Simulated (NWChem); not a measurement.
Molecule: Si₂BiH₇; SMILES [SiH3][BiH][SiH3]

```xyz
10

Bi    -0.5670     0.0169     0.0000
H     -0.5573    -1.7823     0.0000
Si     1.3370     0.0078    -1.8757
H      2.4191    -0.9805    -1.5834
H      1.9405     1.3745    -1.9532
H      0.7301    -0.3151    -3.2039
Si     1.3370     0.0078     1.8757
H      2.4191    -0.9805     1.5834
H      0.7301    -0.3151     3.2039
H      1.9405     1.3745     1.9532
```
Atoms are numbered in this order, from 1.

All runs use the structure optimised with PBE0/def2-SVP. No frequency run checked for a minimum. def2 effective core potentials on Bi; no spin-orbit coupling.

Symmetry labels are those of Cs in the frame above (b1 and b2, or b-type labels, depend on it).

Q: List the 4 lowest vertical singlet excitations from PBE/def2-SVPD with def2 effective core potentials on Bi, TDA (NWChem).

A: 
```tsv
state	energy (eV)	oscillator strength	symmetry	leading excitation (squared amplitude)
S1	5.21	0.069	a'	HOMO → LUMO+1 (0.48)
S2	5.22	0.003	a"	HOMO → LUMO (0.62)
S3	5.28	0.009	a'	HOMO → LUMO+2 (0.57)
S4	5.55	0.003	a"	HOMO−1 → LUMO+2 (0.98)
```
